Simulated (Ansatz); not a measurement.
`c1coc(-c2ccc(-c3ccc(-c4ccc(-c5ccc(-c6ccco6)o5)o4)o3)o2)c1`, 44 atoms. Hardware: 2 threads of AMD EPYC 7R13 on a shared host and a share (18 GiB) of an NVIDIA H100 80GB HBM3.

Single mean-field runs in def2-SVP, def2-TZVP are fitted with def2-universal-jkfit.

(1) How many basis functions does each of these Ansatz runs have, and roughly what does it cost? PBE-D4/def2-TZVP, charge 1 doublet at the geometry of the charge 0 singlet, energy, from earlier orbitals; r2SCAN-D4/def2-SVP, charge 0 singlet, relaxation, 7 steps; PBE-D4/def2-TZVP, charge 0 triplet at the geometry of the charge 0 singlet, energy, from earlier orbitals; PBE0-D4/def2-SVP, charge 0 singlet, energy, from earlier orbitals; PBE-D4/def2-TZVP, charge -1 doublet at the geometry of the charge 0 singlet, energy, from earlier orbitals; PBE0-D4/def2-TZVP, charge -1 doublet at the geometry of the charge 0 singlet, energy; PBE0-D4/def2-TZVP, charge 0 singlet, energy and forces, from earlier orbitals; r2SCAN-D4/def2-TZVP, charge 0 singlet, energy, from earlier orbitals; PBE-D4/def2-SVP, charge 0 singlet, energy, from earlier orbitals; PBE0-D4/def2-TZVP, charge 1 doublet at the geometry of the charge 0 singlet, energy; PBE-D4/def2-TZVP, charge 0 singlet, energy and forces, from earlier orbitals; PBE0-D4/def2-TZVP, charge 0 triplet at the geometry of the charge 0 singlet, energy.

## Answers

(1) Other jobs shared the machine, so times can vary by a factor of up to 3. A dash marks memory too small to be measured apart from the calling script's.

```json
{"run": "PBE0-D4/def2-SVP, charge 0 singlet, energy, from earlier orbitals", "functions": "490", "fitting or Cholesky vectors": "2514", "wall time": "3.3 s", "peak host memory (GiB)": "–"}
{"run": "PBE-D4/def2-SVP, charge 0 singlet, energy, from earlier orbitals", "functions": "490", "fitting or Cholesky vectors": "2514", "wall time": "3.4 s", "peak host memory (GiB)": "–"}
{"run": "r2SCAN-D4/def2-TZVP, charge 0 singlet, energy, from earlier orbitals", "functions": "1014", "fitting or Cholesky vectors": "2514", "wall time": "6.5 s", "peak host memory (GiB)": "–"}
{"run": "PBE-D4/def2-TZVP, charge 0 singlet, energy and forces, from earlier orbitals", "functions": "1014", "fitting or Cholesky vectors": "2514", "wall time": "8.1 s", "peak host memory (GiB)": "–"}
{"run": "PBE0-D4/def2-TZVP, charge 0 singlet, energy and forces, from earlier orbitals", "functions": "1014", "fitting or Cholesky vectors": "2514", "wall time": "8.5 s", "peak host memory (GiB)": "1.6"}
{"run": "PBE-D4/def2-TZVP, charge 0 triplet at the geometry of the charge 0 singlet, energy, from earlier orbitals", "functions": "1014", "fitting or Cholesky vectors": "2514", "wall time": "8.6 s", "peak host memory (GiB)": "–"}
{"run": "PBE-D4/def2-TZVP, charge -1 doublet at the geometry of the charge 0 singlet, energy, from earlier orbitals", "functions": "1014", "fitting or Cholesky vectors": "2514", "wall time": "11 s", "peak host memory (GiB)": "–"}
{"run": "PBE-D4/def2-TZVP, charge 1 doublet at the geometry of the charge 0 singlet, energy, from earlier orbitals", "functions": "1014", "fitting or Cholesky vectors": "2514", "wall time": "11 s", "peak host memory (GiB)": "–"}
{"run": "PBE0-D4/def2-TZVP, charge 1 doublet at the geometry of the charge 0 singlet, energy", "functions": "1014", "fitting or Cholesky vectors": "2514", "wall time": "15 s", "peak host memory (GiB)": "1.6"}
{"run": "PBE0-D4/def2-TZVP, charge -1 doublet at the geometry of the charge 0 singlet, energy", "functions": "1014", "fitting or Cholesky vectors": "2514", "wall time": "16 s", "peak host memory (GiB)": "1.6"}
{"run": "PBE0-D4/def2-TZVP, charge 0 triplet at the geometry of the charge 0 singlet, energy", "functions": "1014", "fitting or Cholesky vectors": "2514", "wall time": "23 s", "peak host memory (GiB)": "1.8"}
{"run": "r2SCAN-D4/def2-SVP, charge 0 singlet, relaxation, 7 steps", "functions": "490", "fitting or Cholesky vectors": "2514", "wall time": "28 s", "peak host memory (GiB)": "–"}
```
